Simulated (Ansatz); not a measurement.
`C=N[SiH](C)Cl` + H₂ → `C=N[SiH2]C` + HCl  (hydrogenolysis of the Si–Cl bond)

Calculated with Ansatz (gas phase, PBE0-D4/def2-TZVP geometries, no zero-point term in ΔE). CBS: MP2 limit from def2 TZ/QZ plus the TZ coupled-cluster correction, frozen cores. This one scheme is used for every species. Functionals use def2-TZVPP. B3LYP here is the variant with VWN-RPA as its local correlation; programs differ in this. Each species was taken in one conformer, which may not be the lowest.

Question: Is it downhill or uphill in electronic energy at CCSD(T)/CBS, and by how much? (Estimate.)

Answer: Computed: Uphill: ΔE = +98.9 kJ/mol.

Question: What do these levels give: PBE-D4, r2SCAN-D4, B3LYP-D4, B2PLYP, MP2/def2-TZVPP, SCS-MP2/def2-TZVPP, HF/def2-QZVPP, MP2/def2-QZVPP, SCS-MP2/def2-QZVPP, HF/CBS(def2), MP2/CBS(def2), CCSD/CBS(def2)? (Best estimate.)

Answer: Computed: PBE-D4 99.4, r2SCAN-D4 104.4, B3LYP-D4 98.6, B2PLYP 94.2, MP2/def2-TZVPP 103.3, SCS-MP2/def2-TZVPP 95.9, HF/def2-QZVPP 82.8, MP2/def2-QZVPP 106.9, SCS-MP2/def2-QZVPP 99.5, HF/CBS(def2) 82.8, MP2/CBS(def2) 109.6, CCSD/CBS(def2) 95.0 kJ/mol.

Largest T1 diagnostic among the species: 0.012.

In def2-TZVPP, CCSD(T) changes the Hartree–Fock value by +9.7 kJ/mol (the triples alone add +3.9 kJ/mol) and MP2 by +20.5 kJ/mol. The D4 term adds +10.0 kJ/mol with B3LYP and +5.4 kJ/mol with PBE0; it sums over pairs of atoms, weighted by their polarisabilities, and B3LYP, whose exchange is more repulsive, gets the larger term.
